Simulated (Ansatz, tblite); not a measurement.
Cost and result up the ladder for Sn₁₃OH₁₈ (32 atoms). Charge 0, multiplicity 1. Geometry: r2SCAN-D4/def2-SVP.

```xyz
32

Sn   -2.100   -0.280    2.682
Sn   -0.084    1.799   -4.079
Sn   -2.091   -0.188   -1.096
Sn    0.178    3.474    0.379
Sn    1.783   -0.556    3.031
Sn    0.812   -1.137   -0.948
Sn   -0.830   -4.374    0.923
Sn   -0.978    3.661   -2.165
Sn   -0.544    2.075    2.592
Sn   -0.309   -2.443    2.948
Sn    1.932    0.016   -3.275
Sn   -1.549   -3.743   -1.871
Sn    1.997    1.236    0.743
O    -2.620   -2.042   -1.460
H    -2.651   -0.205    0.978
H    -3.578    0.087    3.497
H     0.233    2.744   -5.485
H    -1.512    0.890   -4.429
H     1.058    4.868    0.877
H     1.835    0.123    4.621
H     3.340   -1.271    2.788
H     2.005   -2.161   -0.209
H    -2.048   -5.251    1.801
H     0.575   -5.371    1.162
H    -2.681    3.603   -1.936
H    -0.579    5.279   -2.611
H     0.078    2.737    4.054
H    -0.551   -2.939    4.593
H     2.177   -1.012   -4.638
H     3.372    0.937   -3.069
H     0.074   -2.687   -1.978
H     3.255    2.133    1.580
```

Ansatz on 2 threads of AMD EPYC 7R13 on a shared host and a share (18 GiB) of an NVIDIA H100 80GB HBM3; xTB runs through tblite on one thread. Times are rough, summed over both states, and most runs start from the orbitals of an earlier one. PBE0-D4/def2-TZVP serves as the yardstick here, not as an exact answer. The other state is a triplet.

In the def2 sets Sn takes a core potential; there is no spin–orbit coupling. The xTB rows come from tblite. Single mean-field runs in def2-TZVP are fitted with def2-universal-jkfit.

xTB has no spin-polarisation term.

| level | functions | vertical triplet (eV) | difference from PBE0-D4/def2-TZVP (eV) |
| --- | --- | --- | --- |
| PBE-D4/def2-TZVP (with forces) | 789 | 1.71 | -0.12 |
| GFN2-xTB | 139 | 1.22 | -0.61 |
| GFN1-xTB | 157 | 1.32 | -0.51 |
| PBE0-D4/def2-TZVP | 789 | 1.83 | 0.00 |

(1) Estimate how long each takes.

Results:

(1) GFN1-xTB 0.24 s; GFN2-xTB 0.5 s; PBE-D4/def2-TZVP (with forces) 33 s; PBE0-D4/def2-TZVP 35 s. On shared hardware such times vary by a factor of up to 3.
